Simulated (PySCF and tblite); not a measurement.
The numbers below are computed, except where a source is named.
System: 4-ethoxypyridine, C7H9NO, numbered as in [CH3:1][CH2:2][O:3][c:4]1[cH:5][cH:6][n:7][cH:8][cH:9]1.

Geometries: GFN2-xTB; energies: PBE0/pcSseg-1 + D3(BJ); zero-point and thermal terms from GFN2-xTB harmonic modes (soft modes blended into free rotors). Rate constants are transition-state-theory values, counting equivalent paths, without tunnelling. Programs: tblite and PySCF.

(1) What barrier does the rotation about the C4–O3 bond (torsion C5–C4–O3–C2 from 4° to 176°, rising) meet, and how fast is it at 298 K?

Results:

(1) The electronic barrier is 4.9 kcal/mol and ΔG‡(298 K) 4.9 kcal/mol, over a C1 saddle with an imaginary mode of 55i cm⁻¹ (GFN2-xTB). With 2 equivalent paths, k is 3×10⁹ s⁻¹, a mean lifetime of the start of 330 ps against this motion.
